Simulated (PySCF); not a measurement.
Calculated NMR data

- shielding tensors at PBE0/pcSseg-1 (GIAO)
- GFN2-xTB geometry
- code: PySCF
- one conformer, isolated molecule, non-relativistic Hamiltonian, fast rotation and ring inversion assumed for equivalent nuclei

Shifts are taken against calculated references (same method and geometry level): TMS for 1H (σ = 31.72 ppm) and 13C (σ = 186.93 ppm). Splittings of carbon signals by F and P are missing where no couplings were computed. Where no couplings were computed, multiplicities follow the n + 1 count of equivalent neighbours, and m marks all less simple cases (inequivalent or close neighbours, rings, F or P nearby). Shifts are as computed. Against solution values, carbons near 30 ppm lie about +3 ppm off and those near 130 ppm about +5 ppm. Of 1211 compounds with measured shifts, 218 miss one by over three times the rms of a fit or turn the order of signals round; such compounds aren't used in these exercises.

Compound 1 (C$_{7}$H$_{11}$P). 1H NMR (600 MHz, computed): δ 6.10 (m, 2H), 6.02 (m, 1H), 5.70 (m, 1H), 2.57 (m, 4H), 1.73 (m, 3H). 13C{1H} NMR (computed): δ 157.8, 137.7, 135.1, 37.7, 23.6. Structure: `C=C(C)P1CC=CC1`.

Compound 2 (C$_{2}$H$_{10}$O$_{2}$Si$_{2}$). 1H NMR (600 MHz, computed): δ 4.98 (s, 2H), 4.90 (s, 3H), 3.96 (t, 3H), 3.60 (q, 2H). 13C{1H} NMR (computed): δ 96.5, 56.0. Structure: `[SiH3]COCO[SiH3]`.
